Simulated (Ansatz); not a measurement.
Relaxation of BFH6Si2 (10 atoms, charge 0, multiplicity 1), to a largest force component of 0.015 eV/Å in at most 40 steps.

Level of theory: RKS B3LYP-D4/def2-SVP in Ansatz.

```xyz
10
Properties=species:S:1:pos:R:3:forces:R:3
F -1.021 -1.352 -1.452 1.36 1.96 2.00
B -0.384 -0.466 -0.517 -1.73 -2.53 -2.34
Si -0.042 1.391 -0.967 0.92 0.90 -0.50
Si 0.251 -1.167 1.194 0.45 -2.68 -0.73
H -0.524 1.682 -2.315 -0.18 0.38 -0.56
H -0.663 2.278 0.032 -0.16 0.26 0.26
H 1.470 1.617 -0.918 -0.52 -0.06 0.02
H 1.720 -1.052 1.204 0.41 0.14 0.09
H -0.092 -2.666 1.249 0.18 0.64 0.19
H -0.306 -0.504 2.295 -0.73 1.00 1.57
```

Question: Where does it end, and by what steps?

Answer: The forces met the threshold. After 5 steps the energy has fallen by 0.510 eV; H5 moved furthest, 0.17 Å.

```json
{"step": "0", "energy less start (eV)": "0.0000", "largest force component (eV/Å)": "2.685", "accepted": "yes"}
{"step": "1", "energy less start (eV)": "-0.4073", "largest force component (eV/Å)": "1.472", "accepted": "yes"}
{"step": "2", "energy less start (eV)": "-0.4770", "largest force component (eV/Å)": "0.938", "accepted": "yes"}
{"step": "3", "energy less start (eV)": "-0.5091", "largest force component (eV/Å)": "0.061", "accepted": "yes"}
{"step": "4", "energy less start (eV)": "-0.5095", "largest force component (eV/Å)": "0.074", "accepted": "yes"}
{"step": "5", "energy less start (eV)": "-0.5102", "largest force component (eV/Å)": "0.011", "accepted": "yes"}
```

```xyz
10
Properties=species:S:1:pos:R:3
F -1.023 -1.289 -1.421
B -0.370 -0.513 -0.561
Si -0.033 1.450 -1.048
Si 0.271 -1.312 1.215
H -0.545 1.826 -2.400
H -0.683 2.324 -0.022
H 1.437 1.722 -0.992
H 1.757 -1.162 1.307
H -0.082 -2.754 1.382
H -0.321 -0.532 2.346
```

Whether the end is a true minimum wasn't checked by a vibrational analysis.

The run took 11 s on 2 threads of Arm Neoverse V2, with other jobs on the host, peak memory 0.19 GiB.
